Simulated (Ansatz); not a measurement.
SiHMe2(NMe2) (C4H13NSi). Charge 0, multiplicity 1. Geometry PBE-D4/def2-SVP, basis def2-TZVP, Ansatz.

Cartesian coordinates in Å:
```
Si -0.2246 0.0602 -0.9145
H -1.5717 -0.0335 -1.5914
C 0.4220 1.8257 -1.1626
H -0.2697 2.5704 -0.7177
H 0.5265 2.0660 -2.2418
H 1.4157 1.9587 -0.6860
C 0.9891 -1.1653 -1.6830
H 1.0346 -1.0058 -2.7801
H 0.6766 -2.2134 -1.5017
H 2.0178 -1.0338 -1.2886
N -0.5083 -0.3683 0.7686
C -1.6397 0.1960 1.4745
C 0.5375 -0.8627 1.6383
H -2.0829 -0.5456 2.1812
H -2.4373 0.4889 0.7606
H -1.3811 1.1028 2.0799
H 1.3511 -1.3346 1.0522
H 1.0017 -0.0664 2.2756
H 0.1428 -1.6393 2.3365
```

```csv
run,HOMO (eV),LUMO (eV)
A,-9.30,3.45
B,-4.77,0.17
C,-6.06,0.95
D,-4.73,0.27
E,-5.49,1.08
F,-5.00,0.85
```

**Question.** The runs used HF, PBE, PBE0, r2SCAN, r2SCANh, revPBE. Estimate which is which.

**Answer.** A HF (100 % exact exchange); B PBE (0 % exact exchange); C PBE0 (25 % exact exchange); D revPBE (0 % exact exchange); E r2SCANh (10 % exact exchange); F r2SCAN (0 % exact exchange). Exact exchange lowers occupied and raises empty levels; among semilocal functionals meta-GGAs tend to open the gap a little, and such runs are hard to tell apart. The gap grows from 4.94 eV (PBE) to 12.75 eV (HF).
